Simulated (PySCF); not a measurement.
A series of related molecules.

All values: PBE0/pcSseg-1 (PySCF) at GFN2-xTB geometries, gas phase, one conformer each.

(1) Rank by the highest Hirshfeld charge on any atom, lowest value first.
A. `FC(F)C(F)(F)C(F)(F)F`
B. `CC#CC(F)F`
C. `FC(F)C(Cl)(Cl)Cl`

(2) Rank by the lowest IAO charge on any atom, highest value first.
A. `NCC(F)F`
B. `FC(F)C(Cl)(Cl)Cl`
C. `CC#CC(F)F`

## Answers

(1) C (+0.122 e), B (+0.156 e), A (+0.240 e).

(2) B (-0.280 e), C (-0.441 e), A (-0.581 e).

All values together:

| SMILES | formula | μ (D) | HOMO (eV) | LUMO (eV) | lowest IAO charge (e) | highest IAO charge (e) | lowest Hirshfeld charge (e) | highest Hirshfeld charge (e) |
| --- | --- | --- | --- | --- | --- | --- | --- | --- |
| CC#CC(F)F | C4H4F2 | 3.17 | -8.24 | 0.33 | -0.441 (C) | +0.440 (C) | -0.110 (F) | +0.156 (C) |
| NCC(F)F | C2H5F2N | 2.26 | -7.34 | 1.33 | -0.581 (N) | +0.448 (C) | -0.239 (N) | +0.146 (C) |
| FC(F)C(F)(F)C(F)(F)F | C3HF7 | 1.60 | -10.28 | 1.03 | -0.278 (F) | +0.789 (C) | -0.088 (F) | +0.240 (C) |
| FC(F)C(Cl)(Cl)Cl | C2HCl3F2 | 1.32 | -9.20 | -1.08 | -0.280 (F) | +0.442 (C) | -0.091 (F) | +0.122 (C) |

Conformers: `[NH2:1][CH2:2][CH:3]([F:4])[F:5]` with H–N1–C2–C3 -63° and 178°, N1–C2–C3–F4 -168°; `[F:1][CH:2]([F:3])[C:4]([F:5])([F:6])[C:7]([F:8])([F:9])[F:10]` with F1–C2–C4–F5 65°.
